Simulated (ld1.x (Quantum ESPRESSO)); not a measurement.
**Co (Z = 27): PAW pseudisation with BLYP, scalar-relativistic reference atom.**

The input file (ld1.x (Quantum ESPRESSO) 7.5):

```
&input
   title='Co', zed=27., rel=1, dft='BLYP', iswitch=3,
   config='[Ar] 3d7 4s2 4p0',
   nld=3, rlderiv=3.30, eminld=-3.0, emaxld=5.0, deld=0.02
 /
 &inputp
   pseudotype=3, lpaw=.true., tm=.true., lloc=-1, rcloc=2.50,
   nlcc=.true., new_core_ps=.true., rcore=0.95,
   which_augfun='PSQ', rmatch_augfun_nc=.true.,
   file_pseudopw='Co.UPF', file_wfcaegen='ae.wfc', file_wfcncgen='nc.wfc', file_beta='beta', file_chi='chi', file_wfcusgen='us.wfc'
 /
6
4S  1  0   2.00   0.00  2.10  2.85  0.0
4S  1  0   0.00   0.30  2.10  2.85  0.0
4P  2  1   0.00   0.00  2.65  3.05  0.0
4P  2  1   0.00   2.25  2.65  3.05  0.0
3D  3  2   7.00   0.00  1.40  1.60  0.0
3D  3  2   0.00  -0.05  1.40  1.60  0.0
 &test
   configts(1)='3d7 4s2 4p0'
 /
```

Command:

```bash
ld1.x < Co.in > Co.out
```

Output (shortened: banner, matrices, multipoles, cross overlaps and the repeated all-electron block are left out):

```
Program LD1 v.7.5
     --------------------------- All-electron run ----------------------------

     Co
     scalar relativistic calculation

     atomic number is 27.00
     dft =BLYP   lsd =0 sic =0 latt =0  beta=0.20 tr2=1.0E-14
     Exchange-correlation= BLYP
                           (   1   3   1   3   0   0   0)
     mesh =1193 r(mesh) =  99.89935 a.u. xmin = -7.00 dx = 0.01250
     1 Ry =  13.60569312 eV, c = 137.03599908

     n l     nl                  e(Ry)          e(Ha)          e(eV)
     1 0     1S 1( 2.00)      -558.2581      -279.1291     -7595.4888
     2 0     2S 1( 2.00)       -66.0818       -33.0409      -899.0890
     2 1     2P 1( 6.00)       -56.6125       -28.3062      -770.2520
     3 0     3S 1( 2.00)        -7.5054        -3.7527      -102.1166
     3 1     3P 1( 6.00)        -4.8094        -2.4047       -65.4350
     3 2     3D 1( 7.00)        -0.5957        -0.2978        -8.1049
     4 0     4S 1( 2.00)        -0.3980        -0.1990        -5.4146
     4 1     4P 1( 0.00)        -0.0906        -0.0453        -1.2331

     final scf error:  9.3E-15 reached in  29 iterations

     Etot =   -2786.969724 Ry,   -1393.484862 Ha,  -37918.654809 eV

     Ekin =    2823.103948 Ry,    1411.551974 Ha,   38410.285968 eV
     Encl =   -6675.603071 Ry,   -3337.801535 Ha,  -90826.206794 eV
     Eh   =    1184.832629 Ry,     592.416315 Ha,   16120.469159 eV
     Exc  =    -119.303230 Ry,     -59.651615 Ha,   -1623.203141 eV

     normalization and overlap integrals

     s(1S/1S) =  1.000000  <r> =   0.0562  <r2> =    0.0042  r(max) =   0.0366
     s(2S/2S) =  1.000000  <r> =   0.2555  <r2> =    0.0771  r(max) =   0.2131
     s(2P/2P) =  1.000000  <r> =   0.2250  <r2> =    0.0622  r(max) =   0.1723
     s(3S/3S) =  1.000000  <r> =   0.7737  <r2> =    0.6917  r(max) =   0.6648
     s(3P/3P) =  1.000000  <r> =   0.8161  <r2> =    0.7869  r(max) =   0.6816
     s(3D/3D) =  1.000000  <r> =   1.0725  <r2> =    1.5618  r(max) =   0.6648
     s(4S/4S) =  1.000000  <r> =   2.8928  <r2> =    9.7976  r(max) =   2.2914
     s(4P/4P) =  1.000000  <r> =   4.5040  <r2> =   24.8071  r(max) =   3.2926

     ------------------------ End of All-electron run ------------------------

     --------------------- Generating PAW atomic setup --------------------

      Generating local potential from pseudized AE potential:
      Matching radius rcloc =   2.5000

      Local pseudo, rcloc= 2.470 Estimated cut-off energy=     4.01 Ry

      Computing core charge for nlcc:

       r > 0.96 : true rho core
      Core charge pseudized with two Bessel functions
      Integrated core pseudo-charge :  10.47
      Wfc-us  4S rcutus= 2.870  Estimated cut-off energy=     5.72 Ry
      Wfc-us  4S rcutus= 2.870  Estimated cut-off energy=     7.82 Ry
      Wfc-us  4P rcutus= 3.017  Estimated cut-off energy=     8.14 Ry
      Wfc-us  4P rcutus= 3.017  Estimated cut-off energy=    16.50 Ry
      Wfc-us  3D rcutus= 1.615  Estimated cut-off energy=    44.75 Ry
      Wfc-us  3D rcutus= 1.615  Estimated cut-off energy=    53.05 Ry

     Required augmentation: PSQ   radius:    3.050000

     Q pseudized with Bessel functions
     Expected ecutrho=     217.6872 due to l1=  2   l2=  2

     Estimated PAW energy = -162.135461 Ryd

     ------------------- End of pseudopotential generation -------------------

     Computing logarithmic derivative in   3.31326
     Computing logarithmic derivative in   3.31326
     Computing the partial wave expansion
     R is outside the sphere for l=    0 j= 0.00
     R is outside the sphere for l=    0 j= 0.00
     R is outside the sphere for l=    1 j= 0.00
     R is outside the sphere for l=    1 j= 0.00
     R is outside the sphere for l=    2 j= 0.00
     R is outside the sphere for l=    2 j= 0.00

     ---------------------- Testing the pseudopotential ----------------------

     Co
     scalar relativistic calculation

     atomic number is 27.00   valence charge is  9.00
     dft = SLA  LYP  B88  BLYP   lsd =0 sic =0 latt =0  beta=0.20 tr2=1.0E-14
     mesh =1193 r(mesh) =  99.89935 xmin = -7.00 dx = 0.01250

     n l     nl             e AE (Ry)        e PS (Ry)    De AE-PS (Ry)
     3 2     3D   1( 7.00)       -0.59570       -0.59570        0.00000
     1 0     4S   1( 2.00)       -0.39797       -0.39797        0.00000
     2 1     4P   1( 0.00)       -0.09063       -0.09063        0.00000

     eps = 1.5E-15  iter =  4

     Etot =   -2786.969724 Ry,   -1393.484862 Ha,  -37918.654809 eV
     Etotps =  -162.135464 Ry,     -81.067732 Ha,   -2205.965361 eV

     Ekin =     116.890101 Ry,      58.445051 Ha,    1590.370843 eV
     Encl =    -215.427972 Ry,    -107.713986 Ha,   -2931.046882 eV
     Ehrt =      55.705635 Ry,      27.852818 Ha,     757.913782 eV
     Ecxc =    -119.303228 Ry,     -59.651614 Ha,   -1623.203105 eV
     (Ecc =     -21.805727 Ry,     -10.902863 Ha,    -296.682028 eV)

     ---------------------- End of pseudopotential test ----------------------
```

Generation and configuration tests took about 2.4 s on one core of a shared server CPU.
